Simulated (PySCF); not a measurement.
## H₂Te: breathing scan

Computed with r2SCAN in PySCF with Te def2-TZVP with ECP28, H def2-TZVP; scalar-relativistic core potentials, no spin–orbit coupling; density-fitted integrals.

Rigid scan from the singlet minimum (Te–H 1.657 Å (×2); H–Te–H 90.0°). Coordinate: all bonds to the central atom scaled together. Energies in kJ/mol from the minimum.

```json
{"scale of all bonds to the centre": "0.88", "E (kJ/mol)": "87.9", "dipole size (D)": "0.47"}
{"scale of all bonds to the centre": "0.92", "E (kJ/mol)": "35.1", "dipole size (D)": "0.39"}
{"scale of all bonds to the centre": "0.96", "E (kJ/mol)": "7.9", "dipole size (D)": "0.31"}
{"scale of all bonds to the centre": "1.00", "E (kJ/mol)": "0.0", "dipole size (D)": "0.23"}
{"scale of all bonds to the centre": "1.04", "E (kJ/mol)": "6.6", "dipole size (D)": "0.15"}
{"scale of all bonds to the centre": "1.08", "E (kJ/mol)": "23.8", "dipole size (D)": "0.07"}
{"scale of all bonds to the centre": "1.14", "E (kJ/mol)": "63.7", "dipole size (D)": "0.05"}
{"scale of all bonds to the centre": "1.22", "E (kJ/mol)": "132.4", "dipole size (D)": "0.19"}
{"scale of all bonds to the centre": "1.35", "E (kJ/mol)": "258.6", "dipole size (D)": "0.39"}
```

At long bonds a restricted determinant can lie too high, and another spin state can fall below this curve.

Other isomers or separated fragments may lie lower.
